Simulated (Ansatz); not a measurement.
Species: C₂H₆FGa, net charge 0, singlet state. 
Coordinates optimised at B3LYP-D3(BJ)/def2-TZVP (Ansatz, a program for electronic structure):
SMILES: [CH3][Ga]([CH3])[F]
```xyz
10

C      1.7450    -0.2389    -0.9039
Ga    -0.0032    -0.0071    -0.0351
C     -1.8841    -0.0656    -0.6041
F      0.1576     0.3450     1.7091
H      1.6527    -0.4538    -1.9677
H      2.2830    -1.0555    -0.4198
H      2.3362     0.6689    -0.7728
H     -2.3572     0.8930    -0.3851
H     -1.9879    -0.2799    -1.6670
H     -2.4104    -0.8314    -0.0321
```

Basis-set convergence of Hartree-Fock and CCSD(T) correlation energies (hartree) with Ansatz. Valence correlation only, unless marked. No spin-orbit coupling. The frozen core is the preceding noble-gas configuration, with the filled d and f shells of earlier blocks. No relativistic terms.

| basis | functions | E(HF) | E(corr, CCSD(T)) |
|---|---|---|---|
| cc-pVDZ | 99 | -2101.94427 | -0.60103 |
| cc-pVTZ | 217 | -2102.07721 | -0.74926 |
| cc-pVQZ | 413 | -2102.09544 | -0.79726 |

Extrapolating the two largest sets (X = 3 and 4) as X^-3: E(corr) = (64·(-0.79726) - 27·(-0.74926))/37 = -0.8323 Eh, an estimate of the basis-set limit. The largest set recovers 95.8 % of it, the smallest 72.2 %.
